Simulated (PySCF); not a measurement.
How methods differ on the excitation energy of Nb(2+)

Nb(2+) [Kr] 4d3 (4F) → Nb(2+) [Kr] 4d2 5s1 (4F), as a difference of total energies. All numbers are calculated (PySCF 2.14, the spin-free X2C one-electron Hamiltonian (Gaussian nucleus), in x2c-TZVPPall). Correlated levels: valence: [Kr] frozen; valence and next inner shell: [Ar] 3d10 frozen. The calculations carry no spin-orbit coupling.

```tsv
method	excitation energy (eV)
UHF	3.136
LDA	3.082
PBE	3.213
PBE0	3.350
r2SCAN	3.394
M06	3.762
BLYP	3.015
wB97X	3.619
wB97M-V	3.366
MP2 (valence)	3.220
SCS-MP2 (valence)	3.164
MP2 (valence and next inner shell)	3.131
SCS-MP2 (valence and next inner shell)	3.134
```

A first-order spin-orbit estimate (lowest level to lowest level, LS coupling) adds -0.013 eV.

The basis was made for the ground configuration and has no added diffuse functions, so the excitation energy can come out too high.
